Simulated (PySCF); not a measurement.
1,1,2-trichloroprop-1-ene (C3H3Cl3), SMILES CC(Cl)=C(Cl)Cl. Atoms are numbered in the order given.

```xyz
9

C     -2.0631     0.8813     0.0000
C     -0.5811     0.6829     0.0000
Cl     0.3558     2.1531     0.0000
C      0.0662    -0.5129     0.0000
Cl    -0.8008    -2.0215     0.0000
Cl     1.7865    -0.6696     0.0000
H     -2.5929    -0.0879     0.0000
H     -2.3727     1.4628     0.8931
H     -2.3727     1.4628    -0.8931
```

Geometry optimised at PBE-D3(BJ)/def2-SVP.

The numbers are results of ωB97X/def2-TZVP in PySCF, not measurements.

Gas-phase values at a fixed geometry.

Computed frontier levels, gap, dipole moment and polarisability:
* **highest occupied level**: -9.37 eV
* **lowest empty level**: 1.41 eV
* **orbital gap**: 10.78 eV
* **dipole moment**: 1.69 D
* **quadrupole, principal values (traceless, Buckingham form, about the centre of nuclear charge)**: -2.88, -1.92, 4.81 D·Å
* **mean static polarisability**: 73.3 bohr³ (10.86 Å³)
* **polarisability, principal values**: 46.5, 80.0, 93.3 bohr³
